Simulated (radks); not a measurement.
Ionisation ladder of cadmium, from Cd31+ to Cd35+. Each ion is in the ground configuration listed by NIST, and IE = E(next ion) - E(this ion). Method: Dirac Kohn-Sham, PBE, spin-unpolarised, spherical densities, finite nucleus; open shells fill j = l - 1/2 first; Fermi nuclear charge, rms radius 4.6087 fm; computed with a radial shooting solver on a logarithmic mesh with Libxc functionals.

[
 {"species": "Cd31+", "configuration": "[Ne] 3s2 3p5", "E (hartree)": "-4885.76600", "IE, Delta-SCF (eV)": "1929.2", "-e(HOMO) (eV)": "1893.0", "HOMO": "3p3/2", "<r> HOMO (bohr)": "0.317", "IE, NIST (eV)": "1918", "kind": "semi-emp.", "error (eV)": "+11.3"},
 {"species": "Cd32+", "configuration": "[Ne] 3s2 3p4", "E (hartree)": "-4814.87014", "IE, Delta-SCF (eV)": "2001.8", "-e(HOMO) (eV)": "1965.4", "HOMO": "3p3/2", "<r> HOMO (bohr)": "0.314", "IE, NIST (eV)": "1998", "kind": "semi-emp.", "error (eV)": "+3.8"},
 {"species": "Cd33+", "configuration": "[Ne] 3s2 3p3", "E (hartree)": "-4741.30439", "IE, Delta-SCF (eV)": "2075.0", "-e(HOMO) (eV)": "2038.3", "HOMO": "3p3/2", "<r> HOMO (bohr)": "0.312", "IE, NIST (eV)": "2091", "kind": "semi-emp.", "error (eV)": "-16.0"},
 {"species": "Cd34+", "configuration": "[Ne] 3s2 3p2", "E (hartree)": "-4665.05030", "IE, Delta-SCF (eV)": "2198.1", "-e(HOMO) (eV)": "2160.3", "HOMO": "3p1/2", "<r> HOMO (bohr)": "0.302", "IE, NIST (eV)": "2195", "kind": "semi-emp.", "error (eV)": "+3.1"},
 {"species": "Cd35+", "configuration": "[Ne] 3s2 3p1", "E (hartree)": "-4584.27316", "IE, Delta-SCF (eV)": "2273.7", "-e(HOMO) (eV)": "2235.9", "HOMO": "3p1/2", "<r> HOMO (bohr)": "0.300", "IE, NIST (eV)": "2250", "kind": "semi-emp.", "error (eV)": "+23.7"}
]

Reference values: NIST Atomic Spectra Database (exp. = measured, semi-emp. = semi-empirical, theory = theoretical value adopted there). The ionisation energy per charge of the ion left behind rises most, in proportion, at Cd34+ ([Ne] 3s2 3p2), from 61.029 to 62.802 eV. Against the entries that are not theoretical the mean signed error is +0.2 % and the largest +1.1 %. Spin polarisation and multiplet splitting are left out, so open shells lie too high by an amount that depends on their filling.

Beside tabulated values, note that spin-unpolarised runs miss the spin-polarisation part of the exchange energy of open shells.
